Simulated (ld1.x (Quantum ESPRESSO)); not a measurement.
## oxygen (O) RRKJ: all-electron and pseudo phase curves

ld1.x (Quantum ESPRESSO) 7.5 input, shortened:

```
&input
   title='O', zed=8., rel=1, dft='PBESOL', iswitch=3,
   config='[He] 2s2 2p3'
 /
 &inputp
   pseudotype=2, tm=.false., rho0=0.02, lloc=0,
   nlcc=.true., new_core_ps=.true., rcore=0.70
 /
2
2P  2  1   3.00   0.00  1.95  1.95  0.0
2S  1  0   2.00   0.00  0.85  0.85  0.0
 &test
   configts(1)='2s2 2p3'
 /
```

The phase is arctan(r·u′/u) with u = r·R(r), unwrapped; energies in Ry, scanned from -5 to 5 Ry. A pole is an energy at which the radial function vanishes at the test radius. The pseudo phase is shifted by a multiple of π to meet the all-electron one at the reference energy, and phase errors are pseudo minus all-electron; the curves can meet again beyond the range given. Levels narrower than the energy grid can be missing from the lists of poles.

```json
{"channel": "s", "radius (bohr)": "2.15", "reference energy (Ry)": "-2.90", "poles, all-electron": "-2.63", "poles, pseudo": "-2.63", "unbroken range about the reference energy with phases within 0.05 rad": "the whole range", "phase error 1 Ry above the reference energy (rad)": "-0.000"}
{"channel": "p", "radius (bohr)": "2.15", "reference energy (Ry)": "-1.79", "poles, all-electron": "-1.47", "poles, pseudo": "-1.47", "unbroken range about the reference energy with phases within 0.05 rad": "below 0.3", "phase error 1 Ry above the reference energy (rad)": "+0.010"}
```

Phases in the s channel:

| E (Ry) | all-electron | pseudo |
| --- | --- | --- |
| -5.00 | 1.304 | 1.304 |
| -4.48 | 1.268 | 1.268 |
| -3.96 | 1.201 | 1.201 |
| -3.44 | 0.981 | 0.980 |
| -2.92 | -1.181 | -1.182 |
| -2.40 | -1.668 | -1.668 |
| -1.88 | -1.777 | -1.778 |
| -1.36 | -1.851 | -1.851 |
| -0.84 | -1.929 | -1.930 |
| -0.32 | -2.036 | -2.037 |
| 0.20 | -2.213 | -2.217 |
| 0.72 | -2.568 | -2.579 |
| 1.24 | -3.262 | -3.284 |
| 1.76 | -3.934 | -3.951 |
| 2.28 | -4.269 | -4.279 |
| 2.80 | -4.435 | -4.442 |
| 3.32 | -4.532 | -4.537 |
| 3.84 | -4.596 | -4.601 |
| 4.36 | -4.642 | -4.647 |
| 4.88 | -4.679 | -4.683 |
